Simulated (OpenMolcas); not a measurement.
**Fe3+: effect of the metal basis**

Fe3+ with its 6 nearest fluoride ions at 1.949 Å, on the Ga site of K2NaGaF6 (a = 8.246 Å, distance in the model lattice 1.938 Å). The rest of the host is ab initio model potentials to 7.6 Å and point charges beyond; the distance is set by hand and nothing relaxes.

```
Program             : OpenMolcas
Method              : CASSCF
Spin-orbit coupling : RASSI with atomic mean-field integrals over the reference wave functions
```

Fixed: ligand basis ANO-RCC-VDZP, active space 5 electrons in 5 orbitals (3d), DKH2 Hamiltonian.

States (labels of O, the rotations of Oh). Energies in cm-1 above the lowest state or level, χT in cm3 K/mol; 10Dq and B are least-squares fits to the states below 45000 cm-1, weighted by degeneracy, with a free offset, and given where the rms deviation is under 5 % of |10Dq| (or 100 cm-1) and under 700 cm-1.

```tsv
Run	Metal basis	Ground state	10Dq	B (rms of fit)	First gap with spin-orbit (degeneracies)	χT at 300 K	First state of another spin	Cost
A	ANO-RCC-VDZP	6A1	11713	1215 (146)	25532 (6, 2)	4.385	4T1 25641	roughly 50 core-seconds
B	ANO-RCC-VTZP	6A1	11146	1217 (124)	26365 (6, 2)	4.385	4T1 26468	roughly 70 core-seconds
```

Against A, |10Dq| changes by -4.8 % in B.

Costs are those of the RASSCF and RASSI steps.

Without dynamic correlation the repulsion within the d shell is too large (B by tens of per cent), so at a given field states of lower spin stand too high. Ligand-to-metal charge-transfer states are missing. With no ligand orbital active B as a rule stays too high, so bands that hang on it stand too high and its fall with covalency is understated. With metal d orbitals alone and no dynamic correlation 10Dq can be off by a tenth to a fifth, either way, in oxide and fluoride hosts. No measured value stands beside these numbers; the geometry was set by hand and not optimised.
